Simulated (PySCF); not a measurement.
**Ar⁺: excitation energy**

Ar⁺ [Ne] 3s2 3p5 (2P) → Ar⁺ [Ne] 3s2 3p4 3d1 (high-spin determinant), as a difference of total energies. Calculation: PySCF 2.14, in aug-cc-pV(T+d)Z with one added diffuse shell each of s, p, d, f type (7s6p5d3f, 71 functions); no relativity, point nucleus. Correlated levels: valence: [Ne] frozen. The calculations carry no spin-orbit coupling.

```
           method  excitation energy (cm⁻¹)
              UHF                    128900
    MP2 (valence)                    135270
SCS-MP2 (valence)                    136140
   CCSD (valence)                    134160
CCSD(T) (valence)                    133870
```

The promoted electron is Rydberg-like, and one or two diffuse shells describe it only roughly, which tends to raise the upper state.

The determinant of the upper state mixes LS terms, which raises its energy above the lowest term, most at the Hartree-Fock and MP2 levels.
